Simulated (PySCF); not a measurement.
C7H11BO2.
SMILES: `C#CB1OC[C@H](CCC)O1`

Torsions of this conformer, `[CH:1]#[C:2][B:3]1[O:4][CH2:5][C@H:6]([CH2:7][CH2:8][CH3:9])[O:10]1`: C5–C6–C7–C8 -178°, C6–C7–C8–C9 178°.

The closed-shell ground state was solved at several levels (PySCF, density fitting, gas phase, non-relativistic). The structure is a single PBE0-D3(BJ)/def2-SVP conformer in the gas phase; no vibrational or solvent corrections.

```tsv
level	basis functions	HOMO (eV)	LUMO (eV)	gap (eV)	dipole (D)
B3LYP/def2-SVPD	294	-7.92	-0.77	7.15	1.89
PBE0/pcSseg-1	225	-8.11	-0.48	7.63	1.96
```

Estimate the row for B3LYP/pcSseg-1, a basis of 225 functions; the other rows only guide the guess.

HOMO -7.86 eV, LUMO -0.67 eV, gap 7.19 eV, dipole 1.96 D.

Over all these levels, which gives the widest orbital gap and which the narrowest?

PBE0/pcSseg-1 (global hybrid, 25 % exact exchange) has the widest, 7.63 eV, and B3LYP/def2-SVPD (global hybrid, 20 % exact exchange) the narrowest, 7.15 eV. Functional and basis both differ between the two, so the spread mixes both effects.

How far do the dipole and the HOMO energy spread over the levels?

The dipole runs from 1.89 to 1.96 D (mean 1.94 D) and the HOMO from -8.11 to -7.86 eV.
